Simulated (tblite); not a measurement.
C4H8BBrO2.
Atom-mapped SMILES: `[Br:1][B:2]1[CH2:3][CH2:4][O:5][CH2:6][CH2:7][O:8]1` (hydrogens: H9, H10 on C3; H11, H12 on C4; H13, H14 on C6; H15, H16 on C7)

Computed with GFN2-xTB (tblite), gas phase: L-BFGS steps from a force-field or distance-geometry start until the largest atomic force falls under 0.01 eV/Å.

The end geometry, which sets the zero of energy:
```
atom  x, y, z in Å
Br1    -0.7885   -2.6179    2.1181
B2     -0.3490   -1.3509    0.7787
C3     -1.4914   -0.4609    0.1050
C4     -1.1456    1.0330   -0.0179
O5     -0.0472    1.3086   -0.8617
C6      1.2144    0.9728   -0.3438
C7      1.5682   -0.5116   -0.4827
O8      0.9431   -1.3308    0.4832
H9     -2.4356   -0.5362    0.6494
H10    -1.6836   -0.8382   -0.9068
H11    -1.9813    1.5704   -0.4731
H12    -0.9610    1.4551    0.9827
H13     1.2901    1.2655    0.7143
H14     1.9336    1.5536   -0.9272
H15     1.2813   -0.8561   -1.4824
H16     2.6447   -0.6475   -0.3472
```

Question: These geometries come from the run, each turned onto the end geometry. Order them by energy, lowest first.
A.
```
atom  x, y, z in Å
Br1    -0.4929   -1.0957    2.5806
B2     -0.3983   -1.3310    0.5774
C3     -1.5590   -0.5272   -0.1238
C4     -1.1762    0.9414    0.0994
O5     -0.1208    1.1599   -0.7485
C6      1.1032    0.7935   -0.2436
C7      1.5434   -0.5913   -0.6013
O8      0.9026   -1.6100    0.0442
H9     -2.5402   -0.7741    0.3134
H10    -1.5400   -0.6586   -1.2221
H11    -2.0305    1.6103   -0.0219
H12    -0.8837    1.0146    1.1831
H13     1.1567    1.0034    0.8554
H14     1.8658    1.4757   -0.7155
H15     1.5442   -0.7421   -1.7025
H16     2.6180   -0.6598   -0.2857
```
B.
```
atom  x, y, z in Å
Br1    -0.7932   -2.5328    2.1937
B2     -0.3393   -1.3347    0.7975
C3     -1.4681   -0.4714    0.0716
C4     -1.1457    1.0322   -0.0046
O5     -0.0499    1.3403   -0.8404
C6      1.2082    0.9708   -0.3386
C7      1.5446   -0.5168   -0.4992
O8      0.9533   -1.3219    0.5004
H9     -2.4392   -0.5871    0.5566
H10    -1.5878   -0.8332   -0.9556
H11    -1.9854    1.5861   -0.4335
H12    -0.9634    1.4153    1.0123
H13     1.2981    1.2390    0.7255
H14     1.9303    1.5537   -0.9130
H15     1.2047   -0.8676   -1.4806
H16     2.6250   -0.6632   -0.4036
```
C.
```
atom  x, y, z in Å
Br1    -0.5031   -1.6591    2.5879
B2     -0.3822   -1.2913    0.6776
C3     -1.5558   -0.5271   -0.0979
C4     -1.1754    0.9683    0.0898
O5     -0.0522    1.3620   -0.6994
C6      1.2173    0.9102   -0.2778
C7      1.5599   -0.5544   -0.6334
O8      0.8703   -1.3871    0.2890
H9     -2.5514   -0.7425    0.3010
H10    -1.6314   -0.7792   -1.1639
H11    -2.0121    1.5788   -0.2603
H12    -0.9759    1.1688    1.1616
H13     1.3024    0.9554    0.8196
H14     1.9161    1.5948   -0.7504
H15     1.3702   -0.8362   -1.6766
H16     2.5955   -0.7525   -0.3781
```
D.
```
atom  x, y, z in Å
Br1    -0.7561   -2.2867    2.3543
B2     -0.3158   -1.3109    0.8041
C3     -1.4516   -0.5019    0.0171
C4     -1.1548    1.0096    0.0162
O5     -0.0161    1.3831   -0.7400
C6      1.2426    0.9594   -0.2763
C7      1.5149   -0.5268   -0.5418
O8      0.9743   -1.3302    0.4891
H9     -2.4562   -0.6335    0.4308
H10    -1.5030   -0.8485   -1.0197
H11    -1.9600    1.5487   -0.4886
H12    -1.0856    1.3437    1.0684
H13     1.3641    1.1537    0.8019
H14     1.9480    1.5639   -0.8481
H15     1.0587   -0.8050   -1.4958
H16     2.5886   -0.7096   -0.5829
```
E.
```
atom  x, y, z in Å
Br1    -0.4716   -1.2004    2.5250
B2     -0.3639   -1.2870    0.6424
C3     -1.5550   -0.5798   -0.1145
C4     -1.1972    0.8974    0.1254
O5     -0.1208    1.2748   -0.7293
C6      1.1432    0.8418   -0.2686
C7      1.5747   -0.6081   -0.6087
O8      0.8320   -1.5757    0.1240
H9     -2.5444   -0.7718    0.2909
H10    -1.5910   -0.6826   -1.1980
H11    -2.0043    1.6052   -0.0793
H12    -0.8833    1.0732    1.1646
H13     1.1709    0.9735    0.8228
H14     1.8731    1.5033   -0.7278
H15     1.5088   -0.7547   -1.6918
H16     2.6211   -0.7003   -0.2885
```

Answer: B (0.006 eV), D (0.054 eV), C (0.416 eV), E (0.762 eV), A (1.407 eV).

In the order of the answer:

```tsv
step	E above end (eV)	largest force (eV/Å)	rms force component (eV/Å)	rms distance from end (Å)	rms bond change (Å)	bond most changed (Å)
46	0.006	0.08	0.030	0.059	0.001	C6–H14 -0.002
20	0.054	0.30	0.091	0.177	0.004	Br1–B2 -0.012
10	0.416	0.64	0.242	0.356	0.016	Br1–B2 +0.054
4	0.762	0.81	0.242	0.475	0.009	B2–C3 -0.019
0	1.407	3.72	0.931	0.513	0.048	Br1–B2 +0.124
```

The cost below is that of the whole relaxation. Hardware: one thread of an Arm Neoverse V1, shared host with 32 logical CPUs at a one-minute load of 34. Cost: 0.53 s.
